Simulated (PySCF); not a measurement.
Cd2Se at several levels of theory

All levels use the PBE0 minimum (triplet; Se–Cd 2.567 Å (×2); Cd–Se–Cd 92.7°), basis [Se def2-TZVP, Cd def2-TZVP with ECP28], scalar-relativistic core potentials, density fitting, no spin–orbit coupling, PySCF. For vertical energies the ionised species is a doublet (spins chosen at PBE0 and kept) and the electron-attached one a doublet. Atomisation goes to high-spin ground-configuration atoms, without zero-point energy. Open shells are unrestricted, also as the reference of the correlated levels. A dash marks a value that was not computed or is not defined at that level.

| level | atomisation (kJ/mol) | vertical IP (eV) | vertical EA (eV) | −ε(HOMO) (eV) | dipole (D) |
| --- | --- | --- | --- | --- | --- |
| PBE0 | 172 | 7.21 | 1.80 | 5.51 | 2.07 |
| HF | ? | ? | ? | ? | ? |
| MP2 | ? | ? | ? | – | – |
| PBE | 167 | 7.09 | 1.94 | 4.71 | 1.74 |
| r2SCAN | 197 | 7.33 | 1.86 | 5.04 | 2.00 |
| B3LYP | 125 | 7.23 | – | 5.34 | 1.89 |

(1) Fill in the row of HF.

(2) Fill in the row of MP2.

Answers

(1) atomisation (kJ/mol) 93, vertical IP (eV) 6.92, vertical EA (eV) 0.52, −ε(HOMO) (eV) 7.39, dipole (D) 2.63.

(2) atomisation (kJ/mol) 164, vertical IP (eV) 7.36, vertical EA (eV) 1.67.

Spin contamination in at least one species weakens the values at: HF, MP2.

Without diffuse functions attachment energies tend to come out too low.
